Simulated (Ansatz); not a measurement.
Isolated molecules relaxed with PBE0-D4/def2-TZVP in Ansatz; ΔE leaves out vibrations. CBS: MP2 limit from def2 TZ/QZ plus the TZ coupled-cluster correction, frozen cores. DFT in def2-TZVPP. For Br outer-core shells are correlated without core-valence functions, which leaves a few kJ/mol of doubt a bond. Scalar relativity is left out up to krypton. Each species was taken in one conformer, which may not be the lowest.

Reaction (substitution at a C–C bond): `CCCCCCBr` + `CCS` → `CCCSCC` + `CCCBr`

```csv
level,ΔE (kcal/mol)
B2PLYP,0.4
r2SCAN,0.1
RPA@PBE/def2-TZVPP,1.5
HF/def2-QZVPP,2.0
```

Task: What does CCSD(T)/CBS give? (Estimate.)

Result: The calculation gave: +0.7 kcal/mol. The listed levels differ from it by -0.3, -0.6, 0.8, 1.3 kcal/mol.

Largest T1 diagnostic among the species: 0.009.

Leaving LDA and LC-ωPBE aside and taking each functional with its dispersion term where it has one, the values, not all of them listed here, spread over 1.5 kcal/mol, from revPBE-D4 to CAM-B3LYP-D4. LDA lies +0.7 kcal/mol from PBE without D4. At CCSD(T), def2-SVP lies +2.5 kcal/mol from the extrapolated value and def2-TZVPP +0.4 kcal/mol.

CCSD(T)/CBS has its own doubt, a few kJ/mol and more with outer-core shells, so smaller differences from it don't rank the levels.
